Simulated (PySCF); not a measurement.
**Where the electron goes**

Species: C3H7NOSi3.
Geometry (GFN2-xTB, Å), atoms numbered from 1 in this order:
```
atom  x, y, z in Å
N1     2.127    2.317   -2.092
C2     1.676    1.558   -1.358
Si3    0.889    0.334   -0.187
C4     2.394   -0.304    0.799
O5     2.263   -1.133    1.668
Si6   -0.619   -1.275   -1.029
C7    -1.951   -0.460    0.114
Si8   -1.029    0.967    1.038
H9     3.405    0.092    0.568
H10   -0.985   -1.197   -2.446
H11   -0.375   -2.682   -0.706
H12   -2.378   -1.181    0.811
H13   -2.798   -0.087   -0.459
H14   -1.618    2.281    0.766
H15   -1.005    0.776    2.489
```

The calculation used TDDFT PBE0/def2-SVPD, vertical, gas phase, core orbitals frozen in the response in PySCF 2.14.0, density-fitted response routines.

Frontier orbitals with the atoms that hold most of them (Löwdin shares over 4%, at most four atoms; ? is withheld):

```csv
orbital,ε (eV),atoms
HOMO-3,-9.19,"C7 23%, Si3 17%, O5 12%, Si8 10%"
HOMO-2,-9.13,"C7 43%, Si6 18%, Si8 17%"
HOMO-1,-8.15,"Si3 29%, Si8 19%, Si6 19%, C2 6%"
HOMO,-7.41,?
LUMO,?,?
LUMO+1,-1.78,"Si3 26%, Si6 16%, Si8 16%, C2 9%"
LUMO+2,-1.10,"Si6 20%, Si8 20%, Si3 20%, C7 7%"
```

Question: Give the leading atoms of the HOMO.

Answer: O5 (bonded to C) 45%; C4 (bonded to O, Si and H) 20%; Si3 (bonded to 2 C and 2 Si) 12%; H9 (bonded to C) 9%.

Question: Give the leading atoms of the LUMO.

Answer: C4 (bonded to O, Si and H) 33%; O5 (bonded to C) 26%; Si3 (bonded to 2 C and 2 Si) 15%; Si8 (bonded to C, Si and 2 H) 5%. By element: carbon 33% or more, oxygen 26%, silicon 20% or more.

Question: What is the LUMO energy, and the HOMO–LUMO gap?

Answer: ε(LUMO) = -2.40 eV; the gap is 5.01 eV (0.1842 hartree).

Question: The HOMO–LUMO gap is 5.01 eV. Where does the response calculation put the lowest singlet, and from which orbitals?

Answer: S1 is at 3.06 eV (f = 0.0008), 1.95 eV below the gap, made of HOMO→LUMO (94%). Without the coupling terms of the response equations the lowest excitation would equal the gap.

Question: One configuration dominates each of S1, S2, S3, S4 and S8. Which, and how do the shares of the two leading atoms of either orbital change from the occupied to the empty one?

Answer: 
- S1 (3.06 eV, f 0.0008), HOMO→LUMO (94%): O5 45% → 26%, C4 20% → 33%
- S2 (4.52 eV, f 0.015), HOMO→LUMO+1 (87%): O5 45% → at most 10%, C4 20% → at most 10%, Si3 12% → 26%, Si6 at most 9% → 16%
- S3 (4.99 eV, f 0.187), HOMO-1→LUMO (86%): Si3 29% → 15%, Si8 19% → 5%, C4 at most 7% → 33%, O5 at most 7% → 26%
- S4 (5.06 eV, f 0.0022), HOMO-1→LUMO+1 (98%): Si3 29% → 26%, Si8 19% → 16%, Si6 19% → 16%
- S8 (5.78 eV, f 0.010), HOMO-2→LUMO (99%): C7 43% → at most 6%, Si6 18% → at most 6%, C4 at most 4% → 33%, O5 at most 4% → 26%

The run took 49 s wall (with the writing of density and orbital grids) on one thread of an Arm Neoverse V2, shared host with 192 logical CPUs at a one-minute load of 70, and the process peaked at 0.87 GiB of memory.

One conformer stands for the species.
